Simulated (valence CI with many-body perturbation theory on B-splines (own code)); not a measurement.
# Eu⁵⁰⁺ in brief

Computed by configuration interaction combined with many-body perturbation theory (CI+MBPT): three valence electrons over a frozen Dirac-Fock core [Ne], a basis of 11 s, 11 p, 10 d, 8 f, 5 g, 2 h functions for each j, with the one-electron correlation potential Σ1, the two-electron term Σ2, the three-electron term Σ3, Breit, model QED; selected CI, second order for the rest, scaled by the run's own slope (own B-spline code, finite nucleus).

No measured spectrum was set against this ion. As an estimate, large intervals hold to a few tenths of a per cent, small ones and those within an open d or f shell to about a per cent.

Levels are named by their leading jj configuration (3d3/2^4 stands for four electrons in 3d with j = 3/2), which in mixed levels can hold well under half, so a name can repeat and another be missing.

Rates and lifetimes use the calculated energies. Strong lines usually hold to 10 to 20 %, long lifetimes can be off by a factor of two.

**Question.** What is the ground level?

**Answer.** (3s^2 3p1/2) J=1/2, composition 99 % 3s2.3p 2P°, g = 0.653.

**Question.** Where does the other parity begin?

**Answer.** At (3s 3p1/2^2) J=1/2, 1043.7 × 10³ cm⁻¹.

**Question.** How well does LS coupling describe the low levels?

**Answer.** Among the lowest 20 levels the leading LS term, summed over configurations, holds 66 % on average. For single configurations the figures are 64 % in LS and 93 % in jj coupling. Terms mix most in the J = 5/2 level at 4044.4 × 10³ cm⁻¹, where the leading one holds 38 %.

**Question.** Among levels below 17825 × 10³ cm⁻¹, which E1 lines absorb most strongly from the ground level?

**Answer.** to (3s^2 3d3/2) J=3/2 at 3.449 nm, f = 0.387; to (3s 3p1/2 4p1/2) J=3/2 at 0.5666 nm, f = 0.307; to (3s^2 4d3/2) J=3/2 at 0.5610 nm, f = 0.247.

**Question.** What is the ionisation energy?

**Answer.** 4514.7 eV; NIST lists 4513 ± 4 eV (theoretical).

**Question.** Name the longest-lived excited levels whose lifetime is computed, and their main decay.

**Answer.** (3s 3p3/2 3d5/2) J=9/2 at 5283.8 × 10³ cm⁻¹ lives 48.5 ns, mostly by M1 to (3s 3p1/2 3d5/2) J=7/2; (3s^2 3p3/2) J=3/2 at 1370.4 × 10³ cm⁻¹ lives 34.9 ns, mostly by M1 to (3s^2 3p1/2) J=1/2; (3s 3p1/2 3p3/2) J=3/2 at 2226.3 × 10³ cm⁻¹ lives 274 ps, mostly by E1 to (3s^2 3p1/2) J=1/2.
